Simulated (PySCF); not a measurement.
Delta-SCF ions had no search for a lower state. Excitations are Tamm–Dancoff values on a coarser integration grid. The basis has no diffuse functions, so Rydberg states are missing or too high.

Z-matrix (Å, degrees):
```
N
H 1 1.0297
H 1 1.0297 2 108.76
H 1 1.0297 2 108.76 3 118.30
Ga 1 2.0773 2 110.17 4 120.83
F 5 1.7731 1 99.78 2 120.05
F 5 1.7731 6 117.18 3 -106.39
F 5 1.7731 6 117.18 3 106.38
```
Charge 0, multiplicity 1.

What vertical ionisation energy (Delta-SCF), LUMO, charge on the central atom (meta-Löwdin), HOMO–LUMO gap, S1–T1 gap (TDA), total energy, dipole moment and HOMO does PBE-D3(BJ)/def2-TZVP // PBE-D3(BJ)/def2-SVP in PySCF 2.14.0 give?


* **vertical ionisation energy (Delta-SCF)**: 11.74 eV
* **LUMO**: -1.76 eV
* **charge on the central atom (meta-Löwdin)**: 1.15 e
* **HOMO–LUMO gap**: 6.49 eV
* **S1–T1 gap (TDA)**: 0.15 eV
* **total energy**: -2280.6390 Ha
* **dipole moment**: 6.36 D
* **HOMO**: -8.25 eV
